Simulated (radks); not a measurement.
The numbers below are computed, except where a source is named.
Species: the tellurium ion Te+. Configuration: [Kr] 4d10 5s2 5p3 (the NIST ground configuration). Code: a radial shooting solver on a logarithmic mesh with Libxc functionals. Model: Dirac Kohn-Sham, LDA (Slater exchange, Perdew-Wang correlation), spin-unpolarised, spherical densities, finite nucleus; open shells are shared between the two j in proportion to 2j + 1; Fermi nuclear charge, rms radius 4.7423 fm.

X-ray form factor f0, the Fourier transform of the density (f0(0) = 51):

sin(theta)/lambda (1/angstrom)  f0 (electrons)
0.05                                    50.123
0.1                                     47.825
0.15                                    44.821
0.2                                     41.713
0.25                                    38.789
0.3                                     36.114
0.4                                     31.411
0.5                                     27.460
0.6                                     24.253
0.8                                     19.811
1                                       16.986
1.25                                    14.219
1.5                                     11.725
2                                        7.943
